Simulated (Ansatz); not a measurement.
Compare A (`COC(=O)C1CCC1`) with its isomer B (`CCC(=O)CC(C)=O`).

Gas-phase electronic energies from Ansatz, PBE0-D4/def2-TZVP geometries. CCSD(T)/CBS is the MP2 limit (def2-TZVPP, def2-QZVPP) plus CCSD(T) − MP2 in def2-TZVPP, frozen cores. DFT in def2-TZVPP. B3LYP here is the variant with VWN-RPA as its local correlation; programs differ in this. Each species was taken in one conformer, which may not be the lowest.

(1) Which isomer does CCSD(T)/CBS put lower? Give the gap. (An estimate is asked.)

(2) Give E(B) − E(A) in kJ/mol with MP2/def2-TZVPP, HF/def2-TZVPP, B3LYP, CCSD(T)/def2-TZVPP, CCSD/def2-TZVPP, B2PLYP, r2SCAN-D4. (Best estimate.)

Largest T1 diagnostic: 0.014.

Answers

(1) Computed: B, by 50.9 kJ/mol.

(2) The calculation gave: MP2/def2-TZVPP -45.1, HF/def2-TZVPP -63.7, B3LYP -62.9, CCSD(T)/def2-TZVPP -49.7, CCSD/def2-TZVPP -49.5, B2PLYP -58.1, r2SCAN-D4 -56.7. None reverses the order clearly.

In def2-TZVPP, CCSD(T) changes the Hartree–Fock value by +14.0 kJ/mol (the triples alone add −0.3 kJ/mol) and MP2 by +18.6 kJ/mol. From PBE to PBE0 (25 % exact exchange), in def2-TZVPP and without D4, E(B) − E(A) moves by +9.9 kJ/mol.
